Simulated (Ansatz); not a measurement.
Reactions of F6Si2 (`F[Si](F)(F)[Si](F)(F)F`).

Gas-phase electronic energies from Ansatz, PBE0-D4/def2-TZVP geometries. CCSD(T)/CBS adds triple-zeta CCSD(T) − MP2 to the extrapolated MP2 energy (def2 sets, frozen cores). This one scheme is used for every species, atoms too. DFT in def2-TZVPP. Open shells (•) are unrestricted, without spin–orbit coupling. Spin–orbit coupling would lower the free atoms: a little for F, Si. For Br outer-core shells are correlated without core-valence functions, so the limit isn't a true one: a few kJ/mol of doubt a bond, and 10 to 20 or more in all where bonds break to atoms. Scalar relativity is left out up to krypton. One conformer a species, not always the lowest.

| reaction | MP2/CBS(def2) (kJ/mol) | RPA@PBE/def2-TZVPP (kJ/mol) | CCSD/CBS(def2) (kJ/mol) | CCSD(T)/CBS(def2) (kJ/mol) |
| --- | --- | --- | --- | --- |
| `F[Si](F)(F)[Si](F)(F)F` + CH₃SH → `CS[Si](F)(F)F` + `F[SiH](F)F` | -104 | -89 | -94 | -94 |
| `F[Si](F)(F)[Si](F)(F)F` → `F[Si](F)(F)F` + `F[Si]F` | 128 | 100 | 118 | 120 |
| `F[Si](F)(F)[Si](F)(F)F` → 6 F• + 2 Si• | 3980 | 3350 | 3709 | 3772 |
| `F[Si](F)(F)[Si](F)(F)F` + `O[SiH](O)O` → `O[SiH](O)O[Si](F)(F)F` + `F[SiH](F)F` | -176 | -171 | -176 | -171 |
| `F[Si](F)(F)[Si](F)(F)F` + HBr → `F[Si](F)(F)Br` + `F[SiH](F)F` | -132 | -113 | -122 | -121 |

Largest T1 diagnostic: 0.015, for `F[Si]F`.
